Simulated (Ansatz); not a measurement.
Breaking the Pb1–F3 bond in FHPb (SMILES [F][PbH]) (multiplicity 1 held, fragments rigid). Energies count from the point at 2.069 Å.
Geometry at that point (charge 0, multiplicity 1):
```xyz
3

Pb    -0.06390    -0.11972     0.14987
H     -1.03985    -1.07339    -1.12735
F      0.69770     1.21004    -1.24024
```

Signs of static correlation in def2-TZVPP, from Ansatz (an electronic-structure program) runs.

```
R (Å)  T1 of restricted CCSD  ⟨S²⟩ of UHF  largest double amplitude of restricted CCSD
-----  ---------------------  -----------  -------------------------------------------
1.655                  0.013        0.000                                        0.048
1.862                  0.015        0.000                                        0.047
2.069                  0.018        0.000                                        0.049
2.276                  0.021        0.000                                        0.055
2.483                  0.024        0.000                                        0.059
2.793                  0.031        0.000                                        0.052
3.103                      ?        0.829                                            ?
3.621                  0.062        0.976                                        0.099
4.138                  0.107        1.005                                        0.182
4.759                  0.093        1.014                                        0.085
5.586                  0.042        1.014                                        0.086
6.621                  0.025        1.014                                        0.087
```

Some entries are withheld; supply them.


- 3.103, T1 of restricted CCSD: 0.039
- 3.103, largest double amplitude of restricted CCSD: 0.071

Doubts at one or more of the structures used: a restricted determinant that unrestricted orbitals would lower (R-CCSD(T)/def2-TZVPP); T1 above 0.05 (R-CCSD(T)/def2-TZVPP, U-CCSD(T)/def2-TZVPP); a spin-contaminated determinant (U-CCSD(T)/def2-TZVPP); the program's own flag: other amplitudes (U-CCSD(T)/def2-TZVPP).
